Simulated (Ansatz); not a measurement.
`C[O][GeH]([SH])[O]C` and `C[O][GeH]([F])[O]C` differ in one atom or group.

Ansatz, PBE0-D4/def2-TZVP geometries, multiplicity 1. Each molecule was computed in one conformer, which needn't be the lowest.

Scalar relativity is left out up to krypton.

| property | `C[O][GeH]([SH])[O]C` |
| --- | --- |
| HOMO–LUMO gap (ωB97M-V/def2-TZVPP) / eV | 12.02 |
| LUMO energy (PBE0/def2-TZVPP) / eV | 0.18 |
| HOMO–LUMO gap (PBE/def2-TZVPP) / eV | 5.49 |
| size of the dipole moment (B3LYP/def2-TZVPP) / D | 1.31 |
| HOMO energy (PBE0/def2-TZVPP) / eV | -7.65 |
| HOMO–LUMO gap (B3LYP/def2-TZVPP) / eV | 7.25 |

Task: Give the same properties after the change, and the shifts. (Best estimate.)

Result: Ansatz gave: 
```json
{"property": "HOMO–LUMO gap (ωB97M-V/def2-TZVPP) / eV", "`C[O][GeH]([F])[O]C`": "13.18", "shift": "1.16"}
{"property": "LUMO energy (PBE0/def2-TZVPP) / eV", "`C[O][GeH]([F])[O]C`": "0.51", "shift": "0.33"}
{"property": "HOMO–LUMO gap (PBE/def2-TZVPP) / eV", "`C[O][GeH]([F])[O]C`": "6.12", "shift": "0.63"}
{"property": "size of the dipole moment (B3LYP/def2-TZVPP) / D", "`C[O][GeH]([F])[O]C`": "1.26", "shift": "-0.05"}
{"property": "HOMO energy (PBE0/def2-TZVPP) / eV", "`C[O][GeH]([F])[O]C`": "-8.33", "shift": "-0.68"}
{"property": "HOMO–LUMO gap (B3LYP/def2-TZVPP) / eV", "`C[O][GeH]([F])[O]C`": "8.22", "shift": "0.97"}
```

With PBE0 the HOMO falls by 0.68 eV and the LUMO rises by 0.33 eV, so the gap widens by about 1.01 eV. PBE moves the HOMO by -0.36 eV and ωB97M-V by -0.87 eV. Dipoles are sizes alone; their direction can turn.

B3LYP here is the variant with VWN-RPA as its local correlation; programs differ in this.
